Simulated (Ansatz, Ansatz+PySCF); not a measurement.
```xyz
3

C     0.0473   -0.0721   -0.1255
H    -0.0184    0.9109    0.6502
H     0.1560   -0.8733    0.5090
```

Basis set: def2-SVP (spherical functions). Frozen core: 1 orbital. Charge 0, multiplicity 1.

Computed with Ansatz (development build ahead of 0.2.0); each method stands on the lowest determinant of its kind that the runs found. Restricted open shells among the atoms or ions are ROHF, correlated in semicanonical orbitals with singles.

The atomization energy at this shape (free ground-state atoms in the same class of orbitals less the molecule, no zero-point energy) of singlet CH2:

| method | atomization energy |
| --- | --- |
| RHF-MP2 | 154.47 kcal/mol |

Q: What does RHF give?

A: 119.44 kcal/mol. Caution: another spin multiplicity may lie lower; the shape is not the minimum.
